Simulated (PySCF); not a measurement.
Si(H)(Cl)(Me)2 (C2H7ClSi), SMILES C[SiH](Cl)C.

Coordinates come from a PBE-D3(BJ)/def2-SVP optimisation.

The numbers are results of PBE-D3(BJ)/def2-SVP in PySCF 2.14.0, not measurements.

Frequencies are harmonic and unscaled.

```json
[
 {"mode": "1", "ν (cm⁻¹)": "154", "IR (km/mol)": "0.0", "moving atoms (share of kinetic energy)": "H 98 %"},
 {"mode": "2", "ν (cm⁻¹)": "165", "IR (km/mol)": "0.1", "moving atoms (share of kinetic energy)": "H 95 %"},
 {"mode": "3", "ν (cm⁻¹)": "184", "IR (km/mol)": "3.0", "moving atoms (share of kinetic energy)": "C 35 %, Cl 25 %, H 24 %, Si 16 %"},
 {"mode": "4", "ν (cm⁻¹)": "187", "IR (km/mol)": "0.1", "moving atoms (share of kinetic energy)": "C 42 %, H 38 %, Cl 13 %"},
 {"mode": "5", "ν (cm⁻¹)": "233", "IR (km/mol)": "2.7", "moving atoms (share of kinetic energy)": "Si 37 %, H 32 %, C 23 %, Cl 8 %"},
 {"mode": "6", "ν (cm⁻¹)": "496", "IR (km/mol)": "43.8", "moving atoms (share of kinetic energy)": "Cl 45 %, Si 36 %, C 10 %, H 9 %"},
 {"mode": "7", "ν (cm⁻¹)": "600", "IR (km/mol)": "7.7", "moving atoms (share of kinetic energy)": "H 94 %"},
 {"mode": "8", "ν (cm⁻¹)": "650", "IR (km/mol)": "13.3", "moving atoms (share of kinetic energy)": "C 46 %, H 33 %, Si 19 %"},
 {"mode": "9", "ν (cm⁻¹)": "679", "IR (km/mol)": "0.9", "moving atoms (share of kinetic energy)": "H 59 %, C 32 %, Si 9 %"},
 {"mode": "10", "ν (cm⁻¹)": "703", "IR (km/mol)": "23.0", "moving atoms (share of kinetic energy)": "H 78 %, C 13 %, Si 8 %"},
 {"mode": "11", "ν (cm⁻¹)": "758", "IR (km/mol)": "42.0", "moving atoms (share of kinetic energy)": "H 43 %, C 30 %, Si 27 %"},
 {"mode": "12", "ν (cm⁻¹)": "832", "IR (km/mol)": "64.4", "moving atoms (share of kinetic energy)": "H 65 %, C 24 %, Si 11 %"},
 {"mode": "13", "ν (cm⁻¹)": "870", "IR (km/mol)": "170.5", "moving atoms (share of kinetic energy)": "H 74 %, C 14 %, Si 12 %"},
 {"mode": "14", "ν (cm⁻¹)": "877", "IR (km/mol)": "122.2", "moving atoms (share of kinetic energy)": "H 79 %, C 11 %, Si 10 %"},
 {"mode": "15", "ν (cm⁻¹)": "1215", "IR (km/mol)": "34.0", "moving atoms (share of kinetic energy)": "H 77 %, C 23 %"},
 {"mode": "16", "ν (cm⁻¹)": "1220", "IR (km/mol)": "13.8", "moving atoms (share of kinetic energy)": "H 79 %, C 21 %"},
 {"mode": "17", "ν (cm⁻¹)": "1372", "IR (km/mol)": "1.7", "moving atoms (share of kinetic energy)": "H 96 %"},
 {"mode": "18", "ν (cm⁻¹)": "1376", "IR (km/mol)": "0.3", "moving atoms (share of kinetic energy)": "H 96 %"},
 {"mode": "19", "ν (cm⁻¹)": "1380", "IR (km/mol)": "4.4", "moving atoms (share of kinetic energy)": "H 96 %"},
 {"mode": "20", "ν (cm⁻¹)": "1390", "IR (km/mol)": "7.2", "moving atoms (share of kinetic energy)": "H 96 %"},
 {"mode": "21", "ν (cm⁻¹)": "2163", "IR (km/mol)": "126.9", "moving atoms (share of kinetic energy)": "H 97 %"},
 {"mode": "22", "ν (cm⁻¹)": "2975", "IR (km/mol)": "0.9", "moving atoms (share of kinetic energy)": "H 97 %"},
 {"mode": "23", "ν (cm⁻¹)": "2976", "IR (km/mol)": "2.2", "moving atoms (share of kinetic energy)": "H 97 %"},
 {"mode": "24", "ν (cm⁻¹)": "3074", "IR (km/mol)": "0.1", "moving atoms (share of kinetic energy)": "H 91 %, C 9 %"},
 {"mode": "25", "ν (cm⁻¹)": "3075", "IR (km/mol)": "5.5", "moving atoms (share of kinetic energy)": "H 91 %, C 9 %"},
 {"mode": "26", "ν (cm⁻¹)": "3087", "IR (km/mol)": "2.1", "moving atoms (share of kinetic energy)": "H 91 %, C 9 %"},
 {"mode": "27", "ν (cm⁻¹)": "3087", "IR (km/mol)": "0.9", "moving atoms (share of kinetic energy)": "H 91 %, C 9 %"}
]
```
